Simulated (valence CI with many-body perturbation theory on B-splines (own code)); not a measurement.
# Level structure of Ce51+

Level of theory: valence CI with perturbative core correlation (CI+MBPT): five valence electrons over a frozen Dirac-Fock core [He], a basis of 9 s, 9 p, 8 d, 6 f, 3 g, 1 h functions for each j, with the one-electron correlation potential Σ1 (screened to all orders), the two-electron term Σ2, the three-electron term Σ3, Breit, model QED; selected single and double excitations, second order for the rest (own B-spline code, finite nucleus).

The last digits are not significant, and no measured levels were compared; by estimate large intervals hold to a few tenths of a per cent, small ones and those within an open d or f shell to about a per cent. Among the levels kept, up to 1200 cm⁻¹ of a level comes from second order outside the variational space, and about a tenth of that is noise between levels of different J, which matters for small intervals.

Levels 46 to 76 of 76, with energies above the lowest level, (2s^2 2p1/2^2 2p3/2) J=3/2. "Leading %" is the weight of the configuration and term that name the level; weights of strongly mixed levels are sums over their largest components and can fall short. In the jj column 3d3/2^4 stands for four electrons in 3d with j = 3/2. Lifetimes count E1, E2, E3, M1 and M2 decay at the calculated energies, and are blank where another channel may lead or the interval is too uncertain; long ones can be off by a factor of two.

```tsv
No.	Configuration	Term	J	E (eV)	Leading %	Second component	Lifetime	Leading jj
46	2s²2p²3d	²D	5/2	6098.1	28	27 % 2s²2p²3d ²F	2.49 fs	2s^2 2p1/2 2p3/2 3d3/2 (80 %)
47	2s²2p²3d	²D	3/2	6100.0	44	22 % 2s²2p²3d ²P	1.69 fs	2s^2 2p1/2 2p3/2 3d3/2 (88 %)
48	2s²2p²3d	⁴D	7/2	6102.7	47	36 % 2s²2p²3d ⁴F	62.9 fs	2s^2 2p1/2 2p3/2 3d5/2 (98 %)
49	2s²2p²3d	⁴P	1/2	6105.2	32	32 % 2s²2p²3d ²P	1.22 fs	2s^2 2p1/2 2p3/2 3d3/2 (90 %)
50	2s²2p²3d	²P	3/2	6117.8	37	32 % 2s²2p²3d ⁴P	2.14 fs	2s^2 2p1/2 2p3/2 3d5/2 (92 %)
51	2s²2p²3d	²F	5/2	6120.3	41	27 % 2s²2p²3d ⁴D	1.78 fs	2s^2 2p1/2 2p3/2 3d5/2 (90 %)
52	2s²2p²3d	²G	9/2	6120.4	62	37 % 2s²2p²3d ⁴F	29.7 ps	2s^2 2p1/2 2p3/2 3d5/2 (100 %)
53	2s²2p²3d	²D	5/2	6134.0	61	22 % 2s²2p²3d ⁴P	1.29 fs	2s^2 2p1/2 2p3/2 3d5/2 (95 %)
54	2s2p³3p	²P	1/2	6135.8	30	18 % 2s2p³3p ⁴D	44.2 fs	2s 2p1/2^2 2p3/2 3p1/2 (89 %)
55	2s2p³3p	²D	3/2	6136.2	31	23 % 2s2p³3p ⁴F	32.2 fs	2s 2p1/2^2 2p3/2 3p1/2 (94 %)
56	2s²2p²3d	²F	7/2	6140.7	66	16 % 2s²2p²3d ²G	1.22 fs	2s^2 2p1/2 2p3/2 3d5/2 (96 %)
57	2s²2p²3d	²D	3/2	6143.8	59	29 % 2s²2p²3d ²P	1.82 fs	2s^2 2p1/2 2p3/2 3d5/2 (99 %)
58	2s²2p²3d	²P	1/2	6147.9	62	32 % 2s²2p²3d ²S	1.66 fs	2s^2 2p1/2 2p3/2 3d5/2 (98 %)
59	2s2p³3p	⁴D	7/2	6201.5	47	32 % 2s2p³3p ⁶P	405 fs	2s 2p1/2^2 2p3/2 3p3/2 (97 %)
60	2s2p³3p	⁴P	3/2	6208.8	33	24 % 2s2p³3p ²P	8.12 fs	2s 2p1/2^2 2p3/2 3p3/2 (98 %)
61	2s2p³3p	⁴P	5/2	6222.1	37	22 % 2s2p³3p ²D	8.67 fs	2s 2p1/2^2 2p3/2 3p3/2 (97 %)
62	2s2p³3p	²P	1/2	6225.9	37	29 % 2s2p³3p ⁴P	4.81 fs	2s 2p1/2^2 2p3/2 3p3/2 (98 %)
63	2s²2p²3s	⁴P	5/2	6268.5	51	29 % 2s²2p²3s ²D	24.1 fs	2s^2 2p3/2^2 3s (79 %)
64	2s2p³3p	²D	5/2	6274.0	21	16 % 2s2p³3p ⁴P	13.9 fs	2s 2p1/2^2 2p3/2 3p3/2 (80 %)
65	2s²2p²3s	²P	3/2	6277.1	53	35 % 2s²2p²3s ²D	10.3 fs	2s^2 2p3/2^2 3s (98 %)
66	2s2p³3d	⁴D°	5/2	6277.1	30	22 % 2s2p³3d ⁶D°	19.9 fs	2s 2p1/2^2 2p3/2 3d3/2 (97 %)
67	2s2p³3d	⁶D°	3/2	6280.6	29	20 % 2s2p³3d ⁴D°	9.44 fs	2s 2p1/2^2 2p3/2 3d3/2 (98 %)
68	2s2p³3d	⁴F°	7/2	6282.6	24	21 % 2s2p³3d ⁶D°	939 fs	2s 2p1/2^2 2p3/2 3d3/2 (89 %)
69	2s2p³3d	⁴P°	1/2	6282.8	45	32 % 2s2p³3d ⁶D°	25.9 fs	2s 2p1/2^2 2p3/2 3d3/2 (98 %)
70	2s2p³3p	²P	3/2	6284.9	31	15 % 2s2p³3p ⁴D	12.6 fs	2s 2p1/2^2 2p3/2 3p3/2 (98 %)
71	2s2p³3p	⁴P	1/2	6288.6	43	16 % 2s2p³3p ²S	129 fs	2s 2p1/2^2 2p3/2 3p3/2 (98 %)
72	2s2p³3d	⁴F°	9/2	6309.9	48	32 % 2s2p³3d ⁶D°	23.5 ps	2s 2p1/2^2 2p3/2 3d5/2 (98 %)
73	2s²2p²3s	²S	1/2	6317.3	68	20 % 2s²2p²3s ⁴P	18.6 fs	2s^2 2p3/2^2 3s (98 %)
74	2s2p³3d	²D°	3/2	6328.3	26	16 % 2s2p³3d ⁴D°	7.27 fs	2s 2p1/2^2 2p3/2 3d5/2 (63 %)
75	2s2p³3d	⁴D°	5/2	6328.7	32	21 % 2s2p³3d ²D°	2.56 fs	2s 2p1/2^2 2p3/2 3d5/2 (98 %)
76	2s2p³3d	⁴D°	7/2	6336.7	41	26 % 2s2p³3d ²F°	1.42 fs	2s 2p1/2^2 2p3/2 3d5/2 (89 %)
```
